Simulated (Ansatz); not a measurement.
Ansatz (a first-principles code) input (BHLYP/def2-TZVPD):

Ansatz 0.2 input:
```yaml
crystal:
  periodic: [false, false, false]
  atoms:
    - {symbol: Sb, position_ang: [0.00020347, -0.00057521, 0.05360724]}
    - {symbol: H, position_ang: [-0.91134945, -1.07727245, -0.91954118]}
    - {symbol: H, position_ang: [-0.49094307, 1.33948235, -0.89520480]}
    - {symbol: H, position_ang: [1.39191538, -0.23287408, -0.91922302]}
basis:
  gaussian:
    orbitals: def2-TZVPD
hamiltonian:
  xc: {name: BHLYP}
magnetization: {spin_polarized: true, initial_magnetization: 2}
```

Output:

```
Functional definition: BHLYP
integrals: 0.02 GiB planned
660 factors; their error is unknown
mean field: 0.24 GiB planned
mean field evaluation 1: about -6578.0550 eV, gradient 8.9e0 eV
mean field evaluation 2: about -6578.3842 eV, gradient 6.9e0 eV
mean field evaluation 4: about -6578.5668 eV, gradient 2.9e-1 eV
mean field evaluation 8: about -6578.5732 eV, gradient 7.6e-2 eV
mean field evaluation 16: about -6578.9123 eV, gradient 7.5e-3 eV
mean field evaluation 32: about -6578.9103 eV, gradient 1.5e-1 eV
mean field -6578.91228385 eV, -241.7705670844 hartree, gradient 7.0e-6 eV, S^2 2.009047; 3 other end points of the search recorded, 0 dependent functions left out
reference -6578.91243876 eV, -241.7705727775 hartree; 14, 12 occupied and 69, 71 virtual orbitals, 660 factors
Total energy: -6578.91243876 eV, -241.7705727775 hartree
```

This state (charge 0, triplet) is run at the relaxed geometry of the species with charge 0 and multiplicity 1, and is a spin state other than that species' own.
